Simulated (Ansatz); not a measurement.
`C[Si](C)(Cl)[GeH3]`, relaxed with RKS PBE0-D4/def2-TZVP in Ansatz 0.2.0 from a PBE-D4/def2-SVP geometry. The force threshold is 0.005 eV/Å; the program also tests the step.

The species carries charge 0 and has multiplicity 1.

Start:

```xyz
14

C     1.462    1.200   -0.106
Si    0.094    0.047    0.486
C    -1.580    0.913    0.506
Cl    0.547   -0.533    2.461
Ge    0.019   -1.960   -0.815
H     1.271    1.520   -1.152
H     1.509    2.104    0.535
H     2.449    0.697   -0.071
H    -1.539    1.818    1.146
H    -2.369    0.243    0.900
H    -1.865    1.222   -0.521
H    -0.349   -1.644   -2.293
H    -1.044   -2.948   -0.263
H     1.394   -2.679   -0.812
```

(1) How much energy does the relaxation release, and in how many steps? (An estimate is asked.)

(2) Which bonds change most? (Estimate.)

(3) Give the relaxed structure. (Estimate.)

## Answers

(1) Computed: 4.67 kJ/mol, in 4 steps.

(2) The calculation gave: Si2–Cl4 from 2.108 to 2.078 Å; C1–Si2 from 1.884 to 1.864 Å; Si2–C3 from 1.884 to 1.864 Å; C1–H7 from 1.109 to 1.093 Å.

(3) Ansatz gave: 
```xyz
14

C     1.446    1.190   -0.104
Si    0.093    0.049    0.480
C    -1.563    0.906    0.505
Cl    0.541   -0.516    2.429
Ge    0.020   -1.950   -0.812
H     1.254    1.509   -1.133
H     1.494    2.080    0.529
H     2.418    0.695   -0.075
H    -1.522    1.795    1.140
H    -2.342    0.245    0.888
H    -1.842    1.217   -0.506
H    -0.336   -1.637   -2.279
H    -1.042   -2.919   -0.264
H     1.383   -2.663   -0.798
```
